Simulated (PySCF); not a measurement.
Correlation energy of S⁺ (sulfur, charge +1)

[Ne] 3s2 3p3, high-spin 4S determinant. Computed with PySCF 2.14 in pcseg-2 (5s4p2d1f, 34 functions), with no relativity, point nucleus. Frozen: [Ne]; 5 electrons correlated.

MP2 pair energies summed by pair of shells (mhartree):

```csv
pair,energy,share (%)
3s-3p,-56.58,66.1
3p-3p,-19.54,22.8
3s-3s,-9.44,11.0
```

Total MP2 correlation energy: -85.56 mhartree.

Same-spin part -22.82 and opposite-spin part -62.73 mhartree; SCS-MP2 scales them by 1/3 and 6/5 to -82.89 mhartree.

```csv
level,correlation energy (mhartree)
CCSD,-104.76
(T),-3.07
CCSD(T),-107.83
```

Diagnostics: T1 = 0.0039, D1 = 0.0068, largest double amplitude 0.062.

Task: Is a single reference adequate?

Result: Yes: T1 lies below 0.03 and no double amplitude reaches 0.07.
